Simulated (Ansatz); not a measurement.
Born–Oppenheimer molecular dynamics of ClF3Hf (5 atoms, charge 0, multiplicity 1). It starts from a relaxed structure.

Computed with RKS BLYP/def2-SVP (Ansatz 0.2.0).

```yaml
ensemble: NVT, Nosé–Hoover chain
time_step: 6 fs
steps_asked: 40
set_temperature: 300 K
thermostat: time constant 20 fs, chain length 5
seed: 3912
```

First frame:

```xyz
5
Properties=species:S:1:pos:R:3
Hf 0.000 0.000 0.029
Cl 0.000 0.000 2.401
F 1.803 0.000 -0.629
F -0.901 1.561 -0.630
F -0.901 -1.561 -0.630
```

(1) What does the run give?

(2) What happens to the structure?

(3) How do temperature and energy run in time?

Results:

(1) The run went to its last step.

- steps done: 40
- time covered: 240 fs
- mean temperature over the second half: 273 K
- spread of the potential energy over the second half: 13.4 meV per atom
- mean potential energy of the second half above the start: 23.1 meV per atom

The conserved energy wandered by up to 5.9 meV per atom (net 4.5 meV per atom), which is poor conservation. A run of 0.24 ps of so small a system gives no equilibrium averages.

(2) The same pairs are bonded in the first frame and the last. Pairs count as bonded within 1.25 times the sum of covalent radii (0.12 Å more for H–H). The details hang on the random start.

(3) 
```csv
time (fs),T (K),potential energy less start (eV),conserved less start (meV/atom)
0.0,300,0.000,0.00
18.0,162,0.075,1.51
36.0,196,0.194,4.28
54.0,366,0.160,1.81
72.0,380,0.170,1.75
90.0,250,0.269,5.85
108.0,227,0.176,3.75
126.0,381,0.010,0.29
144.0,207,0.065,1.32
162.0,62,0.156,3.45
180.0,364,0.099,1.43
198.0,505,0.074,0.56
216.0,272,0.186,4.25
234.0,147,0.202,4.53
```

Run time: 69 s on 1 thread of Intel(R) Xeon(R) 6975P-C (Granite Rapids), on a shared host, peak memory 0.18 GiB.
